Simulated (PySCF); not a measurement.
C₂H₅BF₂O.
Numbering: `[CH3:1][B:2]([F:3])[O:4][CH2:5][F:6]` (hydrogens: H7, H8, H9 on C1; H10, H11 on C5)

Computed by this run: PySCF, PBE0-D3(BJ)/def2-SVP geometry optimisation, gas phase; density fitting, grid level 1; the optimiser is geomeTRIC in internal coordinates, started from a GFN2-xTB structure with every atom displaced at random (about 0.01 Å).

Step 0: E = -10297.0995 eV
```
atom  x, y, z in Å  |  force x, y, z in eV/Å
C1      1.9477   -0.0737    0.0553   -1.396   2.107  -0.310
B2      0.3817    0.2741   -0.0129    2.067   0.978  -1.145
F3     -0.0756    1.3155   -0.7396    0.251  -0.244   0.219
O4     -0.4837   -0.4982    0.6014   -2.680  -1.098   0.934
C5     -1.8793   -0.2548    0.6389    0.716   0.404   1.349
F6     -2.2004    0.2745    1.8683    0.318  -0.262  -0.474
H7      2.3044   -0.3651   -0.9214    0.288  -0.199  -0.686
H8      2.1636   -0.8289    0.7601    0.259  -1.238   1.041
H9      2.5007    0.8431    0.3468   -0.052  -0.205  -0.141
H10    -2.4197   -1.2004    0.5608    0.107  -0.335  -0.243
H11    -2.2050    0.4836   -0.0921    0.123   0.093  -0.543
```

Step 1: E = -10297.2476 eV
```
atom  x, y, z in Å  |  force x, y, z in eV/Å
C1      1.9087   -0.0426    0.0522    0.138  -0.250   0.234
B2      0.3783    0.2161   -0.0724   -0.459  -0.415   0.447
F3     -0.0841    1.2926   -0.7060   -0.022   0.112  -0.138
O4     -0.5468   -0.6275    0.5084    0.520   0.433  -0.388
C5     -1.8729   -0.2482    0.6543    0.327  -0.120  -0.120
F6     -2.0168    0.3212    1.8750   -0.196   0.054   0.083
H7      2.3792   -0.3150   -0.9075   -0.096  -0.003   0.013
H8      2.1277   -0.8319    0.7948   -0.044   0.116  -0.231
H9      2.4046    0.8827    0.3839    0.008   0.057  -0.015
H10    -2.4816   -1.1654    0.5995   -0.089   0.092   0.047
H11    -2.1618    0.4877   -0.1167   -0.088  -0.076   0.066
```

Step 2: E = -10297.2735 eV
```
atom  x, y, z in Å  |  force x, y, z in eV/Å
C1      1.9167   -0.0487    0.0509    0.062   0.026   0.156
B2      0.3903    0.2546   -0.0233   -0.226  -0.251   0.069
F3     -0.0673    1.3348   -0.6605    0.009   0.044  -0.007
O4     -0.5249   -0.5883    0.5482    0.033   0.267  -0.050
C5     -1.8689   -0.2568    0.6493    0.047  -0.084  -0.038
F6     -2.0991    0.3620    1.8350    0.056   0.028   0.015
H7      2.3298   -0.3152   -0.9348   -0.052   0.011  -0.036
H8      2.1387   -0.8626    0.7555   -0.007   0.007  -0.052
H9      2.4533    0.8573    0.3775    0.021  -0.020  -0.019
H10    -2.4513   -1.1912    0.6268    0.028  -0.022  -0.009
H11    -2.1827    0.4238   -0.1589    0.029  -0.006  -0.028
```

Problem. Estimate the geometry and energy of step 3. (The exact step hangs on the optimiser's Hessian estimate; all steps are aligned on step 2, rigid shifts and turns removed.)

Solution. E = -10297.2820 eV, largest force 0.120 eV/Å
```
atom  x, y, z in Å  |  force x, y, z in eV/Å
C1      1.9158   -0.0527    0.0510   -0.012   0.107   0.053
B2      0.3920    0.2776    0.0222    0.062   0.017  -0.054
F3     -0.0555    1.3774   -0.5919   -0.022  -0.023   0.012
O4     -0.5163   -0.5595    0.5910   -0.029  -0.039   0.009
C5     -1.8668   -0.2662    0.6409   -0.060   0.035   0.035
F6     -2.1415    0.4268    1.7764    0.027  -0.019  -0.029
H7      2.2733   -0.2934   -0.9627   -0.003   0.009  -0.041
H8      2.1438   -0.8987    0.7092    0.018  -0.053   0.037
H9      2.4886    0.8293    0.3818    0.004  -0.036  -0.013
H10    -2.4201   -1.2179    0.6674    0.015  -0.018   0.019
H11    -2.1789    0.3469   -0.2198   -0.001   0.019  -0.027
```

The energy changes by -0.0084 eV. The first-order estimate −F·Δx gives -0.0147 eV and the mean of the old and new forces, exact on a quadratic surface, -0.0072 eV. The step makes an angle of 82° with the force vector and moves no atom by more than 0.098 Å.

What follows is the cost of the whole optimisation. The run took 57 s wall on one thread of an Arm Neoverse V1, on a shared host, and the process peaked at 0.43 GiB of memory.
